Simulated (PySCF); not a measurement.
FeH₁₂O₆, SMILES [OH2]->[Fe+2](<-[OH2])(<-[OH2])(<-[OH2])(<-[OH2])<-[OH2] (connectivity only; charge and spin as stated), charge +2, multiplicity 5.

Geometry: PBE-D3(BJ)/def2-SVP. The spin state was assumed, not searched. The isomer is the one that the SMILES or the coordinates give; other isomers of the formula were not compared.

Calculation: PySCF with PBE-D3(BJ)/def2-SVP.

Frequencies are harmonic and unscaled.

A small imaginary wavenumber (i) marks a very flat motion, where grid noise or a shallow saddle decides the sign.

Computed vibrational spectrum:
```
mode  ν (cm⁻¹)  IR (km/mol)  moving atoms (share of kinetic energy)
----  --------  -----------  --------------------------------------
1          12i          0.0                          O 68 %, H 32 %
2           67          0.0                          O 76 %, H 24 %
3           67         13.8                 O 65 %, Fe 20 %, H 15 %
4           67          4.1                          O 80 %, H 17 %
5           80          3.2                          O 80 %, H 18 %
6           82          0.0                          H 74 %, O 26 %
7           86          1.9                          O 65 %, H 29 %
8           89          0.0                          O 81 %, H 19 %
9          104          3.5                 O 59 %, Fe 26 %, H 15 %
10         112          1.6                 O 55 %, Fe 28 %, H 17 %
11         181         12.9                                  H 93 %
12         221          0.0                          O 87 %, H 13 %
13         237         25.3                           H 90 %, O 9 %
14         255          0.0                                  H 92 %
15         257          0.0                          H 52 %, O 48 %
16         280          0.0                          H 58 %, O 42 %
17         282        308.9                  H 76 %, O 15 %, Fe 9 %
18         303          0.0                                  H 94 %
19         310        273.5                 H 72 %, O 18 %, Fe 10 %
20         326         93.9                 O 41 %, H 37 %, Fe 22 %
21         330          0.0                                  H 93 %
22         342          0.0                          H 81 %, O 19 %
23         346          0.0                          O 81 %, H 19 %
24         360         95.0                 O 44 %, H 37 %, Fe 19 %
25         363         96.0                 O 51 %, H 30 %, Fe 18 %
26         381        305.1                          H 64 %, O 28 %
27         402          3.0                                  H 95 %
28         470          0.0                          H 85 %, O 15 %
29         488          0.0                          H 83 %, O 17 %
30         498        319.6                          H 77 %, O 16 %
31         500          0.0                          H 84 %, O 16 %
32         528        320.7                          H 77 %, O 15 %
33         530        252.0                          H 78 %, O 16 %
34        1572        171.9                           H 92 %, O 8 %
35        1573          0.0                           H 92 %, O 8 %
36        1574        159.3                           H 92 %, O 8 %
37        1577          0.0                           H 92 %, O 8 %
38        1580        152.4                           H 92 %, O 8 %
39        1588          0.0                                  H 92 %
40        3657        226.2                                  H 96 %
41        3658          0.0                                  H 96 %
42        3664          0.0                                  H 96 %
43        3666        206.7                                  H 96 %
44        3670        235.8                                  H 96 %
45        3673          0.0                                  H 96 %
46        3742          0.0                                  H 93 %
47        3743        348.4                                  H 93 %
48        3750          0.0                                  H 93 %
49        3750        320.8                                  H 93 %
50        3756          0.0                                  H 93 %
51        3757        359.4                                  H 93 %
```
